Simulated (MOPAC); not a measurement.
MOPAC input (PM3):

```
PM3 FORCE THERMO(298,298) PRECISE LET CHARGE=-1 GEO-OK AUX(PRECISION=9) THREADS=1
C2H9N2Si

C     0.63163914 1   -0.13437132 1   -1.70526849 1
Si    0.02046946 1   -0.04010058 1   -0.12380824 1
C    -1.84337417 1    0.41634056 1   -0.02573204 1
N     0.86303696 1    1.18952865 1    0.93322532 1
N     0.28096616 1   -1.54546632 1    0.86595470 1
H     0.10503767 1    0.23651972 1   -2.56987903 1
H     1.56666418 1   -0.61460661 1   -1.94788544 1
H    -2.45384901 1   -0.45480861 1   -0.27303034 1
H    -2.12472227 1    0.75906638 1    0.97258306 1
H    -2.07685835 1    1.20890801 1   -0.74023273 1
H     0.26977525 1    1.92159928 1    1.27219056 1
H     1.64727903 1    1.61867909 1    0.48327891 1
H     0.89391950 1   -2.18941020 1    0.40680376 1
H     0.64209298 1   -1.38124775 1    1.78466158 1
```

From the output:

```
     H   14   0.947062   6.733018

          HEAT OF FORMATION =     -34.914988 KCALS/MOLE

          ZERO POINT ENERGY      71.216 KCAL/MOL

           NORMAL COORDINATE ANALYSIS (Total motion = 1 Angstrom)

   Root No.       1         2         3         4         5         6         7         8

                 1 A       2 A       3 A       4 A       5 A       6 A       7 A       8 A

                  47.9     110.8     131.5     144.2     194.7     231.9     257.5     265.8

           1   -0.0010   -0.0007    0.0005    0.0061    0.0090   -0.0058    0.0362    0.0151
           2   -0.0026   -0.0094   -0.0089   -0.0017    0.0558   -0.0267   -0.0382    0.0123
           3    0.0118    0.0162    0.0201    0.0031    0.0300    0.0650   -0.0125    0.0313
           4   -0.0011   -0.0008    0.0001    0.0066    0.0077   -0.0064    0.0377    0.0153
           5    0.0004   -0.0031    0.0011   -0.0024   -0.0050    0.0069    0.0262   -0.0053
           6    0.0015    0.0028    0.0073   -0.0052    0.0002   -0.0269    0.0106   -0.0328
           7    0.0037    0.0008    0.0113   -0.0114   -0.0532    0.0253   -0.0053   -0.0196
           8   -0.0025   -0.0013   -0.0032    0.0049    0.0218   -0.0074    0.0447    0.0082
           9   -0.0021   -0.0206   -0.0336    0.0086   -0.0259   -0.0070   -0.0102    0.0427
          10   -0.0064   -0.0004    0.0263    0.0086    0.0355    0.0317   -0.0456   -0.0006
          11    0.0077    0.0154    0.0391    0.0039   -0.0187    0.0045   -0.0172   -0.0327
          12   -0.0059   -0.0034   -0.0026   -0.0083    0.0216   -0.0067   -0.0069   -0.0224
          13    0.0061   -0.0051   -0.0310    0.0089   -0.0053   -0.0448   -0.0394   -0.0195
          14   -0.0033   -0.0079   -0.0245   -0.0013   -0.0460    0.0175   -0.0333    0.0234
          15   -0.0050    0.0034    0.0073   -0.0039   -0.0205   -0.0022    0.0138    0.0049
          16   -0.0053   -0.0050   -0.0070    0.0027    0.0485   -0.0561   -0.0156    0.0208
          17   -0.0057   -0.0408   -0.0450   -0.0005    0.1001   -0.0176   -0.0651   -0.0122
          18    0.0117   -0.1065   -0.1133    0.0185    0.1011    0.2561    0.0285   -0.0911
          19    0.0032    0.0044    0.0072    0.0075   -0.0311    0.0464    0.0871    0.0114
          20   -0.0031    0.0229    0.0290   -0.0082    0.0652   -0.1030   -0.0861    0.0605
          21    0.0200    0.1403    0.1686   -0.0157   -0.0338   -0.0729   -0.0546    0.1890
          22   -0.2510    0.0047    0.0340   -0.0218   -0.0773    0.0426   -0.0174   -0.0681
          23    0.1114    0.0082    0.0098   -0.0012    0.0421   -0.0149    0.0634   -0.0553
          24   -0.0667   -0.0246   -0.0380    0.0107   -0.0363   -0.0029   -0.0192    0.0686
          25    0.0804   -0.0003    0.0050   -0.0094   -0.0524    0.0242   -0.0063   -0.0094
          26   -0.0457   -0.0015   -0.0113    0.0163    0.0691   -0.0385    0.0757    0.0608
          27    0.2714   -0.0249   -0.0551    0.0152   -0.0255   -0.0100   -0.0150    0.0767
          28    0.1868   -0.0032    0.0000   -0.0140   -0.0883    0.0457   -0.0321   -0.0193
          29   -0.0760   -0.0083   -0.0096    0.0031   -0.0218    0.0160    0.0115    0.0337
          30   -0.2151   -0.0242   -0.0310    0.0089   -0.0411   -0.0001   -0.0217    0.0672
          31   -0.0192    0.1839   -0.1189   -0.0769    0.0568    0.0568   -0.0235   -0.0010
          32    0.0143   -0.0430    0.1006    0.0385   -0.0248    0.0098   -0.0598   -0.0570
          33   -0.0116    0.1187   -0.0835   -0.0570    0.0364    0.0230   -0.0274   -0.0466
          34   -0.0080   -0.0082    0.0531    0.0116    0.0525    0.0545   -0.1037   -0.0093
          35    0.0010    0.1895   -0.1079   -0.0692   -0.0182    0.0137    0.0360   -0.0474
          36    0.0008   -0.1246    0.0767    0.0430    0.0022   -0.0390    0.0187   -0.0017
          37    0.0096   -0.0236   -0.0417   -0.0509   -0.0125   -0.0612   -0.0871   -0.0296
          38   -0.0087    0.0453   -0.0553    0.2596   -0.0572    0.0231   -0.0403    0.0044
          39   -0.0060    0.0357   -0.0411    0.1978   -0.0422   -0.0180   -0.0583   -0.0297
          40    0.0079   -0.0569   -0.0111   -0.2127   -0.0053   -0.0242   -0.0396    0.0131
          41    0.0014   -0.0614   -0.0009   -0.2450   -0.0417    0.0200   -0.0402    0.0457
          42   -0.0105   -0.0138    0.0080   -0.0455   -0.0311    0.0476    0.0288    0.0432

   Root No.       9        10        11        12        13        14        15        16

                 9 A      10 A      11 A      12 A      13 A      14 A      15 A      16 A

                 271.8     574.8     654.4     724.9     759.9     770.9     792.1     817.7

           1    0.0184   -0.0387   -0.0069    0.0487   -0.0391    0.0010    0.0529   -0.0441
           2    0.0234   -0.0131   -0.0181   -0.0260    0.0164    0.0323    0.0126   -0.0202
           3   -0.0030   -0.0040   -0.0757    0.0121    0.0033   -0.0062   -0.0039    0.0086
           4    0.0189   -0.0207    0.0068    0.0013    0.0063    0.0002   -0.0193    0.0198
           5   -0.0372   -0.0489    0.0022   -0.0287    0.0102   -0.0156   -0.0060    0.0039
           6    0.0066   -0.0027   -0.0080   -0.0186   -0.0264   -0.0003   -0.0064    0.0031
           7   -0.0208    0.0592   -0.0019    0.0076   -0.0003    0.0250   -0.0113    0.0189
           8   -0.0208    0.1360   -0.0108    0.0103   -0.0048   -0.0050    0.0099   -0.0128
           9   -0.0145    0.0014   -0.0019   -0.0055   -0.0187    0.0024   -0.0290   -0.0246
          10   -0.0108    0.0078   -0.0100   -0.0533   -0.0197   -0.0100   -0.0022    0.0075
          11    0.0336   -0.0184    0.0136    0.0621    0.0285    0.0072   -0.0094   -0.0054
          12   -0.0539   -0.0198    0.0212    0.0596    0.0022    0.0136    0.0181    0.0166
          13   -0.0154    0.0067    0.0050   -0.0158    0.0366   -0.0104    0.0035   -0.0029
          14    0.0180   -0.0175   -0.0046    0.0125   -0.0310    0.0026   -0.0053    0.0061
          15    0.0569    0.0187    0.0051   -0.0334    0.0641   -0.0176    0.0118   -0.0151
          16    0.0692    0.0143   -0.0014    0.1687   -0.0901   -0.1463   -0.0104    0.0465
          17    0.0754    0.0327    0.0870    0.0509   -0.0255   -0.0745   -0.0288    0.0368
          18    0.0695    0.0330    0.3561   -0.0339   -0.0133   -0.0037    0.0057   -0.0199
          19   -0.0315   -0.0896    0.0134   -0.0772    0.0191    0.1503    0.0977   -0.1202
          20    0.0338    0.0321    0.0870    0.0411   -0.0387   -0.0714   -0.0216    0.0244
          21   -0.0884    0.0279    0.3414   -0.0672   -0.0479    0.0109    0.0002   -0.0372
          22   -0.0280    0.0456   -0.0135   -0.0117   -0.0489   -0.0504   -0.0432   -0.0948
          23   -0.0013    0.1084   -0.0206   -0.0235   -0.1034   -0.0017   -0.1517   -0.1468
          24   -0.0237    0.0061    0.0026    0.0070    0.0248   -0.0037    0.0432    0.0328
          25   -0.0227    0.0532    0.0005    0.0098    0.0136    0.0231    0.0087    0.0381
          26    0.0094    0.1084    0.0152    0.0193    0.0417    0.1611   -0.0302    0.1585
          27   -0.0233    0.0033    0.0044    0.0065    0.0280   -0.0030    0.0451    0.0397
          28   -0.0498    0.0515   -0.0096    0.0060    0.0219   -0.0921    0.0881   -0.0223
          29   -0.0535    0.1168   -0.0105    0.0166    0.0605   -0.1037    0.1613    0.0198
          30   -0.0240   -0.0015    0.0035    0.0042    0.0278   -0.0047    0.0461    0.0383
          31   -0.0441   -0.0171    0.0030    0.0823    0.0881   -0.0103   -0.0871   -0.0639
          32    0.0909    0.0315    0.0054   -0.0976   -0.1001    0.0301    0.1309    0.0700
          33   -0.0303    0.0053    0.0263    0.0390   -0.0153    0.0356    0.0689    0.0180
          34   -0.0369    0.0203   -0.0024    0.0699    0.0784    0.0225   -0.0265   -0.0727
          35    0.0845   -0.0101    0.0042   -0.1194   -0.1122   -0.0126    0.0729    0.0940
          36   -0.0628   -0.0405    0.0203    0.0597    0.0007   -0.0079   -0.0188    0.0293
          37   -0.0197    0.0303   -0.0077   -0.0167   -0.0166    0.0445    0.0112   -0.0253
          38    0.0097   -0.0155    0.0050    0.0454   -0.0498    0.0140   -0.0251    0.0198
          39    0.0416    0.0526   -0.0008    0.0009   -0.0275    0.0668    0.0015   -0.0302
          40    0.0281    0.0224    0.0040    0.0205   -0.0057    0.0280   -0.0127    0.0001
          41    0.0405   -0.0063   -0.0161    0.0156   -0.0625    0.0327   -0.0041   -0.0025
          42    0.1246    0.0367    0.0285    0.0596    0.0198    0.0203   -0.0370    0.0132

   Root No.      17        18        19        20        21        22        23        24

                17 A      18 A      19 A      20 A      21 A      22 A      23 A      24 A

                 865.6     879.4     908.2     925.9     976.8    1267.0    1317.8    1408.8

           1   -0.0273    0.0050    0.0244    0.0025    0.0239   -0.0006   -0.0517    0.0004
           2    0.0154   -0.0021   -0.0104   -0.0143    0.0031    0.0003    0.0003   -0.0000
           3   -0.0004   -0.0080    0.0038    0.0048   -0.0024    0.0001    0.0009    0.0001
           4    0.0189   -0.0023   -0.0232   -0.0008   -0.0344   -0.0026   -0.0037   -0.0001
           5   -0.0097    0.0067    0.0102    0.0276    0.0071   -0.0040    0.0005   -0.0001
           6   -0.0055    0.0385   -0.0146   -0.0159    0.0081    0.0001    0.0003   -0.0005
           7   -0.0216   -0.0026    0.0135   -0.0015    0.0110   -0.0231    0.0014    0.0032
           8    0.0080    0.0003   -0.0059   -0.0063   -0.0031   -0.0544    0.0046   -0.0014
           9   -0.0032   -0.0252   -0.0005    0.0063   -0.0017    0.0002   -0.0004   -0.0446
          10    0.0073    0.0027    0.0208   -0.0134    0.0157   -0.0004    0.0008   -0.0001
          11    0.0114   -0.0015    0.0093   -0.0165   -0.0028    0.0002   -0.0007    0.0001
          12    0.0160   -0.0396   -0.0009    0.0011   -0.0104   -0.0001   -0.0007   -0.0000
          13   -0.0071   -0.0210   -0.0066   -0.0015    0.0324   -0.0000    0.0003   -0.0000
          14   -0.0123    0.0002   -0.0172   -0.0339   -0.0114    0.0001   -0.0004   -0.0000
          15   -0.0200   -0.0230    0.0212    0.0015   -0.0122   -0.0001    0.0008    0.0002
          16   -0.0762    0.0040    0.0580    0.0555    0.0084    0.0193    0.3559   -0.0021
          17   -0.0256    0.0074    0.0178    0.0164   -0.0069    0.0117    0.2374   -0.0014
          18   -0.0161    0.0333    0.0113   -0.0328   -0.0075   -0.0034   -0.0694   -0.0000
          19    0.0319    0.0053   -0.0200   -0.0511    0.0271    0.0202    0.3592   -0.0012
          20   -0.0248    0.0029    0.0171    0.0232    0.0004   -0.0124   -0.2396    0.0007
          21    0.0049    0.0122   -0.0083   -0.0029    0.0043    0.0015    0.0547   -0.0006
          22    0.0391   -0.0553   -0.0255    0.0093   -0.0238    0.1256   -0.0079    0.1323
          23    0.0038   -0.1319   -0.0071    0.0303   -0.0163    0.2434   -0.0156    0.1119
          24    0.0016    0.0344   -0.0022   -0.0090    0.0026   -0.0985    0.0065   -0.0564
          25   -0.0200    0.0151    0.0127   -0.0046    0.0112    0.0163   -0.0009    0.1107
          26   -0.1249    0.0302    0.0777   -0.0005    0.0591    0.2935   -0.0227   -0.1083
          27    0.0010    0.0385   -0.0016   -0.0086    0.0029    0.0289    0.0003    0.3788
          28    0.0718    0.0418   -0.0426   -0.0153   -0.0286    0.1792   -0.0126   -0.2788
          29    0.0855    0.0975   -0.0497   -0.0294   -0.0296    0.2204   -0.0126    0.0185
          30    0.0025    0.0377   -0.0019   -0.0087    0.0025    0.0708   -0.0039    0.2206
          31   -0.0035    0.0956    0.0230   -0.0492    0.0127    0.0007   -0.0021    0.0001
          32   -0.0451   -0.1109   -0.1087    0.1268   -0.0536   -0.0013    0.0011    0.0001
          33   -0.0495   -0.0513   -0.1117    0.1024   -0.0621    0.0005   -0.0015    0.0008
          34   -0.1024    0.0869   -0.1350    0.0889   -0.0495    0.0011   -0.0003   -0.0000
          35    0.0739   -0.1131    0.0850   -0.0334    0.0319   -0.0037    0.0004   -0.0004
          36    0.0893   -0.0455    0.1133   -0.0987    0.0343    0.0012   -0.0007    0.0004
          37    0.0372    0.0627    0.1165    0.0860   -0.1561   -0.0013    0.0001    0.0002
          38    0.0390    0.0214   -0.0506    0.0196    0.1026    0.0011   -0.0016   -0.0008
```

The dipole moment of an ion depends on the origin.
